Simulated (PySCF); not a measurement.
Ga(OH)(OMe)(OEt), SMILES CC[O][Ga]([O]C)[OH] (C3H9GaO3), GFN2-xTB optimised geometry.

```
16

Ga    -0.33    -0.35     0.00
O     -1.37    -1.76     0.04
H     -1.04    -2.66     0.11
O      1.44    -0.35     0.00
C      2.39    -1.39     0.09
H      1.93    -2.38     0.22
H      2.99    -1.40    -0.82
H      3.03    -1.19     0.95
O     -1.00     1.28     0.00
C     -2.34     1.58    -0.32
C     -2.66     1.30    -1.78
H     -3.03     1.03     0.32
H     -2.44     2.66    -0.11
H     -2.51     0.23    -1.97
H     -3.69     1.56    -2.01
H     -1.99     1.86    -2.43
```

Density from PySCF 2.14.0 with CAM-B3LYP/def2-TZVP at that geometry.

Minimum of the electron density along straight lines between bonded atoms, close to the bond critical point (lines longer than 1.1 times the sum of covalent radii, or with two minima, are not listed):

| bond | length / Å | ρ at the minimum / e bohr⁻³ | ∇²ρ there / e bohr⁻⁵ | position (fraction from the first atom) |
|---|---|---|---|---|
| Ga1–O2 | 1.757 | 0.142 | 0.80 | 0.49 |
| O2–H3 | 0.955 | 0.360 | -2.46 | 0.81 |
| Ga1–O4 | 1.762 | 0.139 | 0.79 | 0.49 |
| O4–C5 | 1.412 | 0.259 | -0.58 | 0.64 |
| C5–H6 | 1.096 | 0.281 | -0.99 | 0.64 |
| C5–H7 | 1.094 | 0.285 | -1.01 | 0.65 |
| C5–H8 | 1.093 | 0.285 | -1.01 | 0.65 |
| Ga1–O9 | 1.759 | 0.143 | 0.77 | 0.49 |
| O9–C10 | 1.415 | 0.258 | -0.58 | 0.64 |
| C10–C11 | 1.521 | 0.255 | -0.66 | 0.51 |
| C10–H12 | 1.097 | 0.284 | -1.01 | 0.64 |
| C10–H13 | 1.097 | 0.285 | -1.01 | 0.65 |
| C11–H14 | 1.093 | 0.277 | -0.94 | 0.64 |
| C11–H15 | 1.087 | 0.280 | -0.97 | 0.64 |
| C11–H16 | 1.088 | 0.281 | -0.97 | 0.64 |
